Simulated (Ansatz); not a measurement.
A made-up structure of CH₂GaS (charge +1), singlet:

S1  (1.758, -1.377, 1.401)
C2  (0.763, -0.599, 0.609)
Ga3  (-0.639, 0.500, -0.509)
H4  (1.148, 0.317, 0.978)
H5  (-0.073, 1.919, -0.676)
(Å)

It is relaxed with PBE-D4/def2-SVP and then PBE0-D4/def2-TZVP (Ansatz 0.2.0). Atoms count as bonded within 1.22 times the sum of their covalent radii (H–H: 0.88 Å). The end point is not checked to be a true minimum.

(1) Does its bonding change? (Judge from chemistry; the calculation decides.)

Results:

(1) By the calculation: Yes. Formed: S1–Ga3; broken: none.

Where it ends: The first stage lowers the energy by 2.22 eV in 16 steps. It ends as CH₂GaS ([CH]1[S][GaH]1), total charge +1:
```xyz
5
angstrom
S 0.5772 -1.4136 0.6707
C 1.3099 0.0199 0.9364
Ga -0.0105 0.7246 -0.2167
H 2.1796 0.2093 1.5619
H -1.0983 1.2200 -1.1494
```

Labels in which every atom is bracketed show which atoms are joined, not bond orders.

For scale, one of the runs: PBE0-D4/def2-TZVP relaxation, 128 basis functions, launched by `ansatz run in.yaml --threads 2 --pin off --events-out ev --progress --plain --max-ram 4352MiB`. Hardware: 2 CPU threads of an Arm Neoverse V2, shared host. Wall time about 26 s.
